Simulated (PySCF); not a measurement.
# Radial density of W⁻ (tungsten, charge -1)

r2SCAN, [Xe] 4f14 5d5 6s2, high-spin 6S determinant. All numbers are calculated (PySCF 2.14, scalar relativity by spin-free X2C-1e, in x2c-TZVPPall with one added diffuse shell each of s, p, d, f type (12s8p8d4f1g, 113 functions)).

```json
{"r (bohr)": "0.0139", "4πr²ρ (e/bohr)": "102.0", "4πr²(ρα − ρβ)": "-0.0013"}
{"r (bohr)": "0.0234", "4πr²ρ (e/bohr)": "88.87", "4πr²(ρα − ρβ)": "-0.0043"}
{"r (bohr)": "0.0393", "4πr²ρ (e/bohr)": "115.9", "4πr²(ρα − ρβ)": "0.0075"}
{"r (bohr)": "0.0661", "4πr²ρ (e/bohr)": "130.9", "4πr²(ρα − ρβ)": "0.0886"}
{"r (bohr)": "0.111", "4πr²ρ (e/bohr)": "105.8", "4πr²(ρα − ρβ)": "0.1969"}
{"r (bohr)": "0.187", "4πr²ρ (e/bohr)": "114.1", "4πr²(ρα − ρβ)": "-0.0009"}
{"r (bohr)": "0.314", "4πr²ρ (e/bohr)": "64.06", "4πr²(ρα − ρβ)": "0.2282"}
{"r (bohr)": "0.529", "4πr²ρ (e/bohr)": "62.69", "4πr²(ρα − ρβ)": "0.0785"}
{"r (bohr)": "0.890", "4πr²ρ (e/bohr)": "20.44", "4πr²(ρα − ρβ)": "0.7279"}
{"r (bohr)": "1.50", "4πr²ρ (e/bohr)": "8.316", "4πr²(ρα − ρβ)": "2.6173"}
{"r (bohr)": "2.52", "4πr²ρ (e/bohr)": "2.187", "4πr²(ρα − ρβ)": "1.5860"}
{"r (bohr)": "4.23", "4πr²ρ (e/bohr)": "0.6831", "4πr²(ρα − ρβ)": "0.2945"}
{"r (bohr)": "7.12", "4πr²ρ (e/bohr)": "0.1066", "4πr²(ρα − ρβ)": "-0.0348"}
{"r (bohr)": "12.0", "4πr²ρ (e/bohr)": "0.008098", "4πr²(ρα − ρβ)": "-0.0058"}
{"r (bohr)": "20.1", "4πr²ρ (e/bohr)": "2.305e-05", "4πr²(ρα − ρβ)": "0.0000"}
```

Densities and radii are taken from the X2C orbitals without a picture-change correction, which distorts them close to the nucleus.

Spin-orbit coupling, which splits the p, d and f shells strongly at this Z, is absent. ⟨S²⟩ = 8.91 against 8.75 shows spin contamination. At r2SCAN the highest occupied level has a positive energy, so only the finite basis holds that electron; in a semilocal or global hybrid functional this comes from self-interaction and does not mean that the real anion is unbound.

Task: Where is the radial spin density 4πr²(ρα − ρβ) most negative, and why is it negative at all?

Result: Around r = 7.12 bohr, down to -0.0348 e/bohr: exchange with the open shell polarises the paired shells in an unrestricted calculation.
